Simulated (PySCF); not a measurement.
Mg(OMe)(SiH3) (CH6MgOSi), SMILES C[O][Mg][SiH3].

Coordinates come from a B3LYP-D3(BJ)/def2-SVP optimisation. The values are those of a single conformer.

Method: PySCF with PBE/def2-TZVP.

Isolated molecule, no solvent.

The total energy is -606.16536 hartree, the point group comes out as C3 and the highest occupied level is -5.63 eV. The lowest empty level is -1.66 eV. The orbital gap is 3.98 eV. The dipole moment is 0.057 e·Å and the quadrupole, principal values (traceless, Buckingham form, about the centre of nuclear charge) comes out as -10.43, 5.21, 5.21 D·Å. The mean static polarisability is 82.9 bohr³ (12.29 Å³) and the polarisability, principal values comes out as 68.8, 68.8, 111.1 bohr³.
